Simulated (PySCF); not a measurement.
NMR data sheet: C$_{4}$H$_{11}$BO$_{2}$

| Quantity | Value |
| --- | --- |
| Formula | C4H11BO2 |
| SMILES | CCOBOCC |
| InChI | InChI=1S/C4H11BO2/c1-3-6-5-7-4-2/h5H,3-4H2,1-2H3 |
| Point group of the computed structure | C1 |
| Carbon signals | 2 |
| Proton signals | 3 |

Numbering as in the mapped SMILES `[CH3:1][CH2:2][O:3][BH:4][O:5][CH2:6][CH3:7]`. Each H is labelled by its parent atom.

PySCF 2.14.0 with density-fitted response routines calculation with geometry from PBE0-D3(BJ)/def2-SVP, PBE0/pcSseg-1 with gauge-including orbitals and spin–spin couplings from B3LYP/pcJ-1 (spin–dipole term only in couplings to heteroatoms); gas phase, non-relativistic, fast rotation and ring inversion assumed for equivalent nuclei, single conformer.

Referencing at the same level of theory: TMS for 1H (31.27 ppm), 13C (184.41 ppm); BF3·OEt2 for 11B (100.73 ppm); 17O (334.56 ppm) against H2O.

| carbon | δC, type | δH (multiplicity, J in Hz) | HMBC from (abs. J ≥ 3 Hz) | span of the C tensor (ppm) |
| --- | --- | --- | --- | --- |
| C1/C7 | 19.8, CH3 | 1.16 (m) | – | 38 |
| C2/C6 | 62.5, CH2 | 3.90 (m) | H(B4), H(C1)/H(C7) | 75 |

Other nuclei:
```tsv
atoms	nucleus	environment	δ (ppm)	σ (ppm)
H(B4)	1H	hydrogen on a boron bonded to 2 O	4.17	27.10
B4	11B	boron bonded to 2 O, H	25.9	74.8
O3/O5	17O	oxygen bonded to C, B	150.4	184.1
```

Selected couplings (Hz, signed; the shortest-range and largest first, 30 at most; isotopes 11B, 1H, 13C): 1J(B4,H(B4)) 174.3, 1J(C2,H(C2)) 147.7, 1J(C1,H(C1)) 133.0, 1J(C1,C2) 39.9, 3J(H(C1),H(C2)) 7.8, 3J(B4,H(C2)) 4.7.

1. δC 62.5: sp3 CH2 bonded to O; deshielded by the electronegative neighbour.
2. δC 19.8: methyl carbon; a saturated carbon with 1 carbon neighbour and no heteroatom attached.
3. δH 4.17: hydrogen on a boron bonded to 2 O.
4. δH 3.90: hydrogen on an sp3 CH2 bonded to O; its carbon carries O, an electronegative neighbour.
5. δH 1.16: hydrogen on a methyl carbon.

Hydrogens on boron are broadened and split by 11B (spin 3/2, 80 %) and 10B (spin 3). Multiplet labels drop couplings under 1 Hz and merge nearly equal ones. Couplings among chemically equivalent protons are left out too, so labels in AA′BB′ or AA′XX′ sets are apparent multiplicities. Unscaled 3J(H,H) at this level run about 10 % above measured values. Shifts are as computed. Against solution values, carbons near 30 ppm lie about +2 ppm off and those near 130 ppm about +5 ppm. Of 1313 compounds with measured shifts, 239 miss one by over three times the rms of a fit or turn the order of signals round; such compounds aren't used in these exercises. Experimental scales use liquid or dissolved standards, which lie at an offset from isolated H2O (liquid H2O: subtract about 36 ppm).
